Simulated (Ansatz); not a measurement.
Mg(I)(OSiH3) (H3IMgOSi), SMILES [SiH3][O][Mg][I].

Coordinates come from a B3LYP-D3(BJ)/def2-SVP optimisation. The structure was generated by enumeration; whether it is a known compound was not checked. The def2 effective core potentials stand for the cores of I; spin–orbit coupling is left out. One conformer was computed; it need not be the lowest.

Two levels are set side by side: PBE/def2-SVPD (Ansatz, a quantum-chemistry and plane-wave program) and PBE0/def2-SVPD (Ansatz). Energy differences of separate SCF runs at the same geometry; the states with an electron removed or added have multiplicity 2 and 2. Differences are taken from unrounded values.

```json
[
 {"quantity": "vertical ionisation energy (eV)", "PBE0": "9.65"},
 {"quantity": "vertical electron affinity (eV)", "PBE0": "0.54"},
 {"quantity": "vertical singlet–triplet gap (eV)", "PBE0": "4.70"}
]
```

What does PBE give, and how far is it from PBE0? (Estimate from the structure and the level; the computed values follow.)


```tsv
quantity	PBE	PBE minus PBE0
vertical ionisation energy (eV)	9.13	-0.52
vertical electron affinity (eV)	0.65	0.11
vertical singlet–triplet gap (eV)	4.16	-0.54
```
